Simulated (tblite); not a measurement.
C6H7FO2.
Atom-mapped SMILES: `[CH3:1][CH2:2][O:3][C@H:4]1[CH:5]=[C:6]([F:7])[C:8]1=[O:9]` (hydrogens: H10, H11, H12 on C1; H13, H14 on C2; H15 on C4; H16 on C5)

Computed with GFN2-xTB (tblite), gas phase: Langevin dynamics at 300 K from the optimised GFN2-xTB geometry, time step 0.5 fs, friction 0.01 fs⁻¹, 2000 steps. The instantaneous temperature is 2·E(kin)/(3Nk) with all 3N coordinates.

```csv
t (fs),T (K),E(pot) above start (eV),C1–C2 (Å),C2–O3 (Å),O3–C4 (Å),C4–C5 (Å),C5=C6 (Å),C1–H10 (Å),C1–C2–O3–C4 (°)
0,244,0.000,1.524,1.417,1.394,1.519,1.340,1.087,73
25,136,0.224,1.519,1.401,1.393,1.488,1.339,1.087,76
50,128,0.323,1.524,1.415,1.440,1.518,1.344,1.078,69
75,198,0.186,1.579,1.416,1.428,1.481,1.342,1.071,64
100,185,0.250,1.541,1.380,1.391,1.492,1.346,1.128,59
125,249,0.312,1.508,1.455,1.410,1.531,1.357,1.075,57
150,259,0.411,1.498,1.471,1.370,1.553,1.347,1.053,56
175,270,0.525,1.467,1.420,1.380,1.529,1.333,1.160,72
200,286,0.589,1.532,1.450,1.379,1.536,1.332,1.128,81
225,253,0.704,1.563,1.419,1.404,1.536,1.362,1.045,86
250,329,0.461,1.520,1.427,1.366,1.518,1.322,1.077,88
275,342,0.558,1.474,1.466,1.356,1.500,1.339,1.159,86
300,371,0.576,1.470,1.425,1.408,1.530,1.337,1.115,74
325,336,0.705,1.523,1.368,1.405,1.544,1.354,1.048,72
350,405,0.502,1.589,1.451,1.428,1.560,1.380,1.104,88
375,270,0.624,1.529,1.442,1.414,1.566,1.328,1.099,96
400,269,0.618,1.502,1.399,1.341,1.543,1.305,1.068,97
425,340,0.583,1.545,1.480,1.368,1.491,1.341,1.073,104
450,230,0.908,1.544,1.429,1.373,1.464,1.398,1.115,114
475,408,0.553,1.535,1.419,1.400,1.477,1.348,1.100,125
500,293,0.741,1.518,1.391,1.419,1.550,1.287,1.081,134
525,282,0.555,1.515,1.455,1.429,1.530,1.360,1.084,144
550,296,0.561,1.485,1.439,1.409,1.521,1.404,1.097,149
575,256,0.541,1.526,1.371,1.389,1.486,1.373,1.086,153
600,280,0.554,1.570,1.391,1.448,1.487,1.313,1.067,167
625,294,0.558,1.564,1.429,1.449,1.528,1.309,1.106,160
650,295,0.473,1.536,1.489,1.395,1.589,1.332,1.140,162
675,244,0.488,1.500,1.464,1.317,1.530,1.353,1.098,166
700,330,0.519,1.517,1.431,1.344,1.515,1.319,1.041,173
725,246,0.643,1.528,1.436,1.401,1.566,1.316,1.129,-177
750,302,0.654,1.501,1.383,1.436,1.523,1.349,1.139,-178
775,425,0.639,1.525,1.441,1.375,1.520,1.343,1.045,-177
800,440,0.661,1.467,1.485,1.377,1.513,1.346,1.079,174
825,382,0.632,1.471,1.417,1.384,1.539,1.375,1.140,-176
850,306,0.629,1.562,1.384,1.435,1.499,1.365,1.090,-171
875,372,0.786,1.599,1.430,1.438,1.511,1.344,1.046,-175
900,426,0.584,1.556,1.408,1.400,1.555,1.360,1.118,178
925,370,0.621,1.496,1.449,1.430,1.535,1.354,1.112,157
950,361,0.657,1.531,1.475,1.407,1.478,1.339,1.117,160
975,356,0.572,1.493,1.443,1.373,1.517,1.328,1.099,168
1000,269,0.537,1.494,1.374,1.367,1.525,1.320,1.061,-179
```

Problem. From 500 fs on, how do temperature and potential energy compare with equipartition?

Solution. The mean temperature of these 21 frames is 325 K against the target 300 K, and the mean potential energy 0.60 eV against 42 × kT/2 = 0.54 eV for 42 classical harmonic modes. For 16 atoms in a canonical ensemble the temperature itself scatters by T·√(2/(3N)) = 61 K; here its standard deviation is 59 K. The whole run lasts only 10 friction times of 100 fs, so these averages carry a wide statistical error.

Problem. What are the kinetic and total energies of the listed frame with the highest potential energy?

Solution. The one at 450 fs, 0.908 eV above the start. Its kinetic energy is 3NkT/2 = 0.476 eV at 230 K, so the sum is 1.38 eV; over the listed frames the sum runs from 0.50 to 1.57 eV, since the thermostat adds and removes energy.

Problem. How much do the listed bonds fluctuate from 500 fs on?

Solution. 
| bond | at the start (Å) | mean (Å) | standard deviation (Å) |
| --- | --- | --- | --- |
| C1–C2 | 1.524 | 1.522 | 0.033 |
| C2–O3 | 1.417 | 1.428 | 0.035 |
| O3–C4 | 1.394 | 1.401 | 0.034 |
| C4–C5 | 1.519 | 1.525 | 0.026 |
| C5=C6 | 1.340 | 1.342 | 0.026 |
| C1–H10 | 1.087 | 1.094 | 0.030 |

The motion is classical and holds no zero-point motion.

The cost below is that of the whole dynamics run. Hardware: Arm Neoverse N1, one thread (shared host). Cost: 19 s, 0.18 GiB resident at most.
